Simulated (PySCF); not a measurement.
Ge(H)3(Me) (CH6Ge), SMILES [CH3][GeH3]. Coordinates come from a B3LYP-D3(BJ)/def2-TZVP optimisation.

TDA-LC-ωPBE/def2-SVPD run with PySCF puts the lowest singlet excitations at 8.88, 9.07, 9.07, 9.33, 9.33, 9.51 eV.

What are the lowest excitation roots from PySCF 2.14.0 with ADC(2)/aug-cc-pVDZ? (An estimate is asked for; the answer gives what the named calculation found.)

7.94, 8.67, 8.67, 8.67, 8.90, 8.90 eV. S1 differs by -0.94 eV (second minus first; roots are paired by order, and the bases may differ).
